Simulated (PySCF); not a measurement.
## Excitation energy of As⁺ by level of theory

As⁺ [Ar] 3d10 4s2 4p2 (3P) → As⁺ [Ar] 3d10 4s2 4p1 5s1, s spin flipped, as a difference of total energies. Computed with PySCF 2.14 in aug-cc-pwCVDZ-PP with ECP10MDF (6s5p4d1f, 48 functions), with scalar relativity through the core potential. Correlated levels: valence: 3s2 3p6 3d10 frozen. The calculations carry no spin-orbit coupling.

```json
{"method": "UHF", "excitation energy (cm⁻¹)": "78224"}
{"method": "MP2 (valence)", "excitation energy (cm⁻¹)": "78498"}
{"method": "SCS-MP2 (valence)", "excitation energy (cm⁻¹)": "78089"}
```

The upper determinant mixes two multiplicities, so it lies between the two terms.

The promoted electron is Rydberg-like, and one or two diffuse shells describe it only roughly, which tends to raise the upper state.
